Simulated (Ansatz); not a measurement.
C2H7NOSi, SMILES `C[Si@H]1O[C@@H]1N`, relaxed with RKS PBE0-D4/def2-TZVP in the Gaussian-basis code of Ansatz from a PBE-D4/def2-SVP geometry. The force threshold is 0.005 eV/Å; the program also tests the step.

Total charge 0; spin multiplicity 1.

Start:

```xyz
12

C     1.087   -1.274   -1.405
Si   -0.289   -0.456   -0.435
O    -0.296   -0.625    1.260
C    -0.047    0.833    0.861
N    -0.986    1.801    1.261
H     1.115   -0.899   -2.449
H     0.933   -2.373   -1.444
H     2.067   -1.079   -0.928
H    -1.627   -0.559   -1.113
H     0.984    1.115    1.156
H    -1.001    1.925    2.282
H    -1.940    1.591    0.952
```

```
step  energy (eV)  largest force (eV/Å)  largest move (Å)
   1  -13595.5540                 1.210             0.000
   2  -13595.6168                 0.832             0.024
   3  -13595.6344                 0.095             0.022
   4  -13595.6351                 0.054             0.006
   5  -13595.6352                 0.036             0.010
   6  -13595.6355                 0.017             0.007
   7  -13595.6355                 0.005             0.005
   8  -13595.6355                 0.005             0.005
   9  -13595.6356                 0.006             0.007
  10  -13595.6356                 0.004             0.005
```

End:

```xyz
12

C     1.075   -1.263   -1.389
Si   -0.273   -0.461   -0.405
O    -0.276   -0.614    1.241
C    -0.038    0.835    0.840
N    -0.986    1.780    1.250
H     1.107   -0.855   -2.403
H     0.897   -2.339   -1.468
H     2.046   -1.108   -0.916
H    -1.597   -0.575   -1.070
H     0.969    1.112    1.146
H    -1.005    1.903    2.255
H    -1.920    1.585    0.920
```

It took 19 s on 4 threads of a server CPU on a shared host, with 0.53 GiB of host memory at the peak.
